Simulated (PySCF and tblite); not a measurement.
Results of a calculation; reference values are marked as such.
**Conformer ensemble of C4H8Br2, numbered as in [CH3:1][C@H:2]([Br:3])[C@H:4]([CH3:5])[Br:6]**

Geometries GFN2-xTB; weights from PBE0-D3(BJ)/pcSseg-1 energies and GFN2-xTB thermal corrections, with symmetry numbers and mirror pairs. Conformers within 2.5 kcal/mol (GFN2-xTB free energy) were kept, 7 at most. GIAO shieldings: PBE0/pcSseg-1. Shifts are against TMS (¹H), TMS (¹³C) at the same level. (PySCF 2.14, tblite 0.8.)

Torsions listed: Br3–C2–C4–Br6.

```csv
conformer,shape,symmetry,E(GFN2) kcal/mol,E(DFT) kcal/mol,G(298.15 K) kcal/mol,weight %,dipole D
1,167°,C2,0.00,0.00,0.00,92.0,0.78
2,-62°,C2,1.84,1.53,1.45,8.0,2.86
```

Weights (%) against temperature:

| T (K) | 1 | 2 | S(mix) cal/mol/K |
| --- | --- | --- | --- |
| 250 | 94.6 | 5.4 | 0.42 |
| 298.15 | 92.0 | 8.0 | 0.56 |
| 350 | 89.3 | 10.7 | 0.68 |

Averaged shifts at 298.15 K. ¹H: 4.51 (H2/H4, 2H), 1.79 (H1/H5, 6H) ppm. ¹³C: 67.5 (C2/C4), 21.3 (C1/C5) ppm.

Coordinates of conformer 1 (Å):

```xyz
14

C    -1.502   -0.608    0.098
C    -0.742    0.698   -0.003
Br   -0.888    1.402   -1.850
C     0.738    0.615    0.338
C     1.506   -0.475   -0.381
Br    0.880    0.335    2.296
H    -1.138   -1.334   -0.626
H    -1.394   -1.020    1.101
H    -2.560   -0.440   -0.092
H    -1.216    1.464    0.616
H     1.206    1.588    0.170
H     1.399   -0.350   -1.458
H     2.564   -0.413   -0.132
H     1.147   -1.462   -0.100
```

Spin–orbit effects of the heavy atoms on shieldings are missing. At a carbon that bears Br the missing effect is some 10 ppm, beside I tens of ppm. Shifts are unscaled: against experiment ¹³C can be off by 15 ppm or more and ¹H by 0.8 ppm.

Search and properties took 46 s on 1 thread of Arm Neoverse V2, on a host shared with other jobs (rough), launched as `OMP_NUM_THREADS=1 python ens_run.py task.json out`.
